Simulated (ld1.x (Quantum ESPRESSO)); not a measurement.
**Configuration tests for Li (TM semilocal)**

```json
{"Element": "Li (Z = 3)", "Generator": "ld1.x (Quantum ESPRESSO) 7.5", "Type": "norm-conserving Troullier–Martins (semilocal form)", "Functional": "LDA (PZ)", "Relativity": "non-relativistic", "Frozen core": "[He]", "Valence charge": "1", "Reference configuration": "2s1 2p0", "Partial waves": "2p (bound, empty): rc 4.20 bohr; 2s (bound): rc 2.95 bohr", "Local potential": "the s channel", "Core correction": "none"}
```

Energies are relative to the spin-unpolarised reference configuration 2s1 2p0; without spin polarisation the order of configurations can differ from experiment. Spin-polarised rows fill each open shell by Hund’s rule, majority spin first.

| valence configuration | charge | ΔE all-electron (eV) | error AE − PS (meV) |
| --- | --- | --- | --- |
| 2s0.5 2p0 | +0.5 | 2.044 | +5.8 |
| 2s0 2p1 | 0 | 1.753 | -0.7 |

Question: What are ΔE and the potential's error for 2s0.5 2p0 (spin-polarised)?

Answer: ΔE = 1.953 eV all-electron; the error (AE − PS) is +16 meV.

Question: What are ΔE and the potential's error for 2s1 2p0 (spin-polarised)?

Answer: ΔE = -0.233 eV all-electron; the error (AE − PS) is +20 meV.
